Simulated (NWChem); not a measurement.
System: GaNH$_{2}$F$_{2}$; SMILES [NH2][Ga]([F])[F]

The following NWChem deck was run.

```
start job
memory heap 200 mb stack 900 mb global 1100 mb
geometry units angstroms noautoz
  Ga    -0.000139    -0.025596    -0.029921
  F      1.471243    -0.953432     0.043957
  F     -1.477494    -0.943904     0.043778
  N      0.005602     1.753550    -0.150335
  H     -0.838901     2.303068    -0.235795
  H      0.853601     2.297643    -0.235843
end
basis spherical
  * library 6-31g*
end
dft
  xc mpw1k
  iterations 150
  mulliken
end
task dft energy
```

NWChem printed, in part:

```
             Northwest Computational Chemistry Package (NWChem) 7.3.0
             --------------------------------------------------------

 CS  symmetry detected

                             Geometry "geometry" -> ""
                             -------------------------

 Output coordinates in angstroms (scale by  1.889725989 to convert to a.u.)

  No.       Tag          Charge          X              Y              Z
 ---- ---------------- ---------- -------------- -------------- --------------
    1 Ga                  31.0000    -0.00189351    -0.00834133     0.00000000
    2 F                    9.0000     0.00296563    -0.93434994     1.47437618
    3 F                    9.0000     0.00296563    -0.93434994    -1.47437618
    4 N                    7.0000     0.01048771     1.77484111     0.00000000
    5 H                    1.0000    -0.03404827     2.32649623    -0.84625534
    6 H                    1.0000    -0.03404827     2.32649623     0.84625534

 Effective nuclear repulsion energy (a.u.)     296.2439399745

      Symmetry information
      --------------------

 Group name             Cs
 Group number              2
 Group order               2
 No. of unique centers     4

                                 NWChem DFT Module
                                 -----------------

 Summary of "ao basis" -> "ao basis" (spherical)
 ------------------------------------------------------------------------------
       Tag                 Description            Shells   Functions and Types
 ---------------- ------------------------------  ------  ---------------------
 Ga                          6-31g*                 12       32   5s4p3d
 F                           6-31g*                  6       14   3s2p1d
 N                           6-31g*                  6       14   3s2p1d
 H                           6-31g*                  2        2   2s

      Symmetry analysis of basis
      --------------------------

        a'         48
        a"         30

            General Information
            -------------------
          SCF calculation type: DFT
          Wavefunction type:  closed shell.
          No. of atoms     :     6
          No. of electrons :    58
           Alpha electrons :    29
            Beta electrons :    29
          Charge           :     0
          Spin multiplicity:     1
          Use of symmetry is: on ; symmetry adaption is: on
          Maximum number of iterations: 150
          AO basis - number of functions:    78
                     number of shells:    34
          Convergence on energy requested:  1.00D-06
          Convergence on density requested:  1.00D-05
          Convergence on gradient requested:  5.00D-04

              XC Information
              --------------
                        MPW1K Method XC Functional
                     Hartree-Fock (Exact) Exchange  0.428
                        mPW91  Exchange Functional  0.572
                Perdew 1991 Correlation Functional  1.000 non-local
            Perdew 1991 LDA Correlation Functional  1.000 local

             Grid Information
             ----------------
          Grid used for XC integration:  medium
          Radial quadrature: Mura-Knowles
          Angular quadrature: Lebedev.
          Tag              B.-S. Rad. Rad. Pts. Rad. Cut. Ang. Pts.
          ---              ---------- --------- --------- ---------
          Ga                  1.30      112           8.0       590
          F                   0.50       49          10.0       434
          N                   0.65       49           8.0       434
          H                   0.35       45          10.0       434
          Grid pruning is: on
          Number of quadrature shells:   255
          Spatial weights used:  Erf1

      Superposition of Atomic Density Guess
      -------------------------------------

 Sum of atomic energies:       -2176.98026568

      Non-variational initial energy
      ------------------------------

 Total energy =   -2177.540408
 1-e energy   =   -3627.488462
 2-e energy   =    1153.704114
 HOMO         =      -0.351003
 LUMO         =      -0.068539

      Symmetry analysis of molecular orbitals - initial
      -------------------------------------------------

  Numbering of irreducible representations:

     1 a'          2 a"

  Orbital symmetries:

     1 a'          2 a'          3 a'          4 a"          5 a'
     6 a'          7 a"          8 a'          9 a'         10 a'
    11 a"         12 a'         13 a'         14 a"         15 a'
    16 a"         17 a'         18 a'         19 a"         20 a'
    21 a'         22 a"         23 a'         24 a'         25 a"
    26 a"         27 a"         28 a'         29 a'         30 a'
    31 a'         32 a'         33 a"         34 a"         35 a'
    36 a'         37 a'         38 a"         39 a'

     ---------------------------------------------
      Total Density - Mulliken Population Analysis
     ---------------------------------------------

    Atom       Charge   Shell Charges
 -----------   ------   -------------------------------------------------------
    1 Ga  31    29.24   2.00  2.00  6.00  2.00  5.99  0.63  0.47  0.01  0.07  6.87  2.97  0.24
    2 F    9     9.73   2.00  0.95  3.50  1.03  2.25  0.01
    3 F    9     9.73   2.00  0.95  3.50  1.03  2.25  0.01
    4 N    7     8.20   2.00  0.81  2.65  0.79  1.93  0.01
    5 H    1     0.55   0.41  0.14
    6 H    1     0.55   0.41  0.14

   convergence    iter        energy       DeltaE   RMS-Dens  Diis-err
 ---------------- ----- ----------------- --------- --------- ---------
 d= 0,ls=0.0,diis     1  -2180.2319983712 -2.48D+03  1.59D-02  9.15D-01
 d= 0,ls=0.0,diis     2  -2180.2212529934  1.07D-02  7.09D-03  1.39D+00
 d= 0,ls=0.0,diis     3  -2180.3333444681 -1.12D-01  7.47D-04  8.95D-03
 d= 0,ls=0.0,diis     4  -2180.3337526928 -4.08D-04  3.40D-04  2.87D-03
 d= 0,ls=0.0,diis     5  -2180.3339796588 -2.27D-04  8.10D-05  1.18D-04
  Resetting Diis
 d= 0,ls=0.0,diis     6  -2180.3339922887 -1.26D-05  2.39D-05  1.40D-05
 d= 0,ls=0.0,diis     7  -2180.3339933197 -1.03D-06  1.41D-05  7.17D-07
 d= 0,ls=0.0,diis     8  -2180.3339933514 -3.17D-08  5.71D-06  8.32D-07

         Total DFT energy =    -2180.333993351394
      One electron energy =    -3629.544217268673
           Coulomb energy =     1256.851755956766
    Exchange-Corr. energy =     -103.885472014028
 Nuclear repulsion energy =      296.243939974541

 Numeric. integr. density =       57.999995381150

                  Occupations of the irreducible representations
                  ----------------------------------------------

                     irrep           alpha         beta
                     --------     --------     --------
                     a'               19.0         19.0
                     a"               10.0         10.0

                       DFT Final Molecular Orbital Analysis
                       ------------------------------------

 Vector   27  Occ=2.000000D+00  E=-4.446724D-01  Symmetry=a"
              MO Center=  2.8D-03, -9.0D-01, -2.8D-13, r^2= 2.6D+00
   Bfn.  Coefficient  Atom+Function         Bfn.  Coefficient  Atom+Function
  ----- ------------  ---------------      ----- ------------  ---------------
    37      0.368241  2 F  pz                51      0.368241  3 F  pz
    36      0.281780  2 F  py                50     -0.281780  3 F  py
    41      0.260143  2 F  pz                55      0.260143  3 F  pz
    40      0.212961  2 F  py                54     -0.212961  3 F  py
    19     -0.087160  1 Ga d -1              17      0.066947  1 Ga pz

 Vector   28  Occ=2.000000D+00  E=-4.406289D-01  Symmetry=a'
              MO Center=  4.3D-03, -2.6D-01,  3.3D-13, r^2= 3.4D+00
   Bfn.  Coefficient  Atom+Function         Bfn.  Coefficient  Atom+Function
  ----- ------------  ---------------      ----- ------------  ---------------
    36      0.393798  2 F  py                50      0.393798  3 F  py
    40      0.273116  2 F  py                54      0.273116  3 F  py
    64      0.270280  4 N  py                68      0.166648  4 N  py
    12     -0.143113  1 Ga py                20     -0.128657  1 Ga d  0
    16      0.100725  1 Ga py                22     -0.071813  1 Ga d  2

 Vector   29  Occ=2.000000D+00  E=-3.356831D-01  Symmetry=a'
              MO Center=  1.6D-02,  1.6D+00, -9.0D-15, r^2= 1.2D+00
   Bfn.  Coefficient  Atom+Function         Bfn.  Coefficient  Atom+Function
  ----- ------------  ---------------      ----- ------------  ---------------
    63      0.562497  4 N  px                67      0.492370  4 N  px
    11      0.143053  1 Ga px                18     -0.075302  1 Ga d -2
    35     -0.075427  2 F  px                49     -0.075427  3 F  px
    39     -0.061653  2 F  px                53     -0.061653  3 F  px
     7     -0.059639  1 Ga px                28      0.042718  1 Ga d -2

 Vector   30  Occ=0.000000D+00  E=-1.650018D-02  Symmetry=a'
              MO Center= -5.7D-02,  1.6D-01, -1.5D-14, r^2= 4.5D+00
   Bfn.  Coefficient  Atom+Function         Bfn.  Coefficient  Atom+Function
  ----- ------------  ---------------      ----- ------------  ---------------
    14      0.910265  1 Ga s                 66     -0.592809  4 N  s
    10     -0.367211  1 Ga s                 38     -0.238120  2 F  s
    52     -0.238120  3 F  s                  6      0.209459  1 Ga s
    68      0.150062  4 N  py                62     -0.148636  4 N  s
    37      0.146875  2 F  pz                51     -0.146875  3 F  pz

 Vector   31  Occ=0.000000D+00  E= 2.445102D-02  Symmetry=a'
              MO Center=  5.0D-02,  1.6D-02, -1.1D-14, r^2= 4.7D+00
   Bfn.  Coefficient  Atom+Function         Bfn.  Coefficient  Atom+Function
  ----- ------------  ---------------      ----- ------------  ---------------
    15      0.612433  1 Ga px                11      0.562880  1 Ga px
    67     -0.285132  4 N  px                63     -0.219291  4 N  px
     7     -0.175282  1 Ga px                35     -0.158258  2 F  px
    49     -0.158258  3 F  px                39     -0.155451  2 F  px
    53     -0.155451  3 F  px                 3      0.051971  1 Ga px

 Vector   32  Occ=0.000000D+00  E= 7.866557D-02  Symmetry=a'
              MO Center= -1.9D-02,  3.6D-01,  2.0D-15, r^2= 8.3D+00
   Bfn.  Coefficient  Atom+Function         Bfn.  Coefficient  Atom+Function
  ----- ------------  ---------------      ----- ------------  ---------------
    16      1.079207  1 Ga py                66     -0.762097  4 N  s
    10      0.352287  1 Ga s                 76      0.259349  5 H  s
    78      0.259349  6 H  s                 68     -0.218921  4 N  py
    14      0.216956  1 Ga s                 38      0.168625  2 F  s
    52      0.168625  3 F  s                 64     -0.122053  4 N  py

     ---------------------------------------------
      Total Density - Mulliken Population Analysis
     ---------------------------------------------

    Atom       Charge   Shell Charges
 -----------   ------   -------------------------------------------------------
    1 Ga  31    29.90   2.00  2.00  6.00  2.00  6.00  0.75  0.91 -0.06  0.08  6.86  2.95  0.41
    2 F    9     9.49   2.00  0.92  3.28  1.06  2.22  0.01
    3 F    9     9.49   2.00  0.92  3.28  1.06  2.22  0.01
    4 N    7     7.90   2.00  0.75  2.51  0.82  1.81  0.02
    5 H    1     0.61   0.49  0.12
    6 H    1     0.61   0.49  0.12

     -------------------------------------------
      Total Density - Lowdin Population Analysis
     -------------------------------------------

    Atom       Charge   Shell Charges
 -----------   ------   -------------------------------------------------------
    1 Ga  31    30.44   2.00  2.00  6.00  1.96  5.90  0.54  1.01  0.14  0.28  6.68  3.06  0.86
    2 F    9     9.27   1.99  0.92  3.17  0.84  2.33  0.02
    3 F    9     9.27   1.99  0.92  3.17  0.84  2.33  0.02
    4 N    7     7.59   1.99  0.67  2.36  0.56  1.99  0.03
    5 H    1     0.72   0.46  0.26
    6 H    1     0.72   0.46  0.26

     Multipole analysis of the density
     ---------------------------------

     L   x y z        total         alpha         beta         nuclear
     -   - - -        -----         -----         ----         -------
     0   0 0 0     -0.000000    -29.000000    -29.000000     58.000000

     1   1 0 0     -0.066209     -0.033105     -0.033105      0.000000
     1   0 1 0      1.319333      0.659666      0.659666     -0.000000
     1   0 0 1     -0.000000     -0.000000     -0.000000      0.000000

     2   2 0 0    -22.056495    -11.034243    -11.034243      0.011992
     2   1 1 0     -0.284012     -0.003600     -0.003600     -0.276812
     2   1 0 1     -0.000000     -0.000000     -0.000000      0.000000
     2   0 2 0    -21.425043    -97.474975    -97.474975    173.524907
     2   0 1 1      0.000000      0.000000      0.000000      0.000000
     2   0 0 2    -26.385377    -85.614638    -85.614638    144.843899
```

Level: MPW1K/6-31G* (spherical d). The geometry was optimised at PBE0/def2-SVP.
